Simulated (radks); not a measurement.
The numbers below are computed, except where a source is named.
Initial-state core-level shifts of the cerium ion Ce3+ when its valence configuration changes from [Xe] 4f1. Code: a radial shooting solver on a logarithmic mesh with Libxc functionals. Model: Dirac Kohn-Sham, PBE, spin-unpolarised, spherical densities, finite nucleus; open shells are shared between the two j in proportion to 2j + 1; Fermi nuclear charge, rms radius 4.8771 fm. Shifts are changes of the shell-averaged eigenvalues in eV (positive: less bound); the change of the density at the nucleus, which sets a Mossbauer isomer shift, is in e/bohr^3, on a base of 3.829e+05.

valence,2p,3s,4s,5s,density at nucleus
4f0.5 5d0.5,-4.078,-4.788,-4.355,-1.868,+12.03
5d1,-8.420,-9.905,-8.942,-3.759,+25.07
6s1,-11.732,-13.157,-12.089,-6.523,+69.73
5d0.5 6s0.5,-10.056,-11.513,-10.500,-5.137,+46.81
6p1,-12.714,-14.150,-13.072,-7.446,+32.12
4f0.5 6p0.5,-6.160,-6.843,-6.364,-3.688,+15.31
